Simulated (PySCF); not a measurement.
Electron correlation in Mn(2+) (manganese, charge +2)

[Ar] 3d4 4p1, one real determinant (an excited configuration). All numbers are calculated (PySCF 2.14, no relativity, point nucleus, in aug-cc-pVTZ (8s7p5d3f2g, 93 functions)). Frozen: [Ar]; 5 electrons correlated.

```tsv
level	correlation energy (mhartree)
CCSD	-53.50
(T)	-0.51
CCSD(T)	-54.01
```

Diagnostics: T1 = 0.0055, D1 = 0.0139, largest double amplitude 0.039.

Q: Is a single reference adequate?

A: Yes: T1 lies below 0.03 and no double amplitude reaches 0.07.

The reference is one real determinant that mixes LS terms of this configuration.
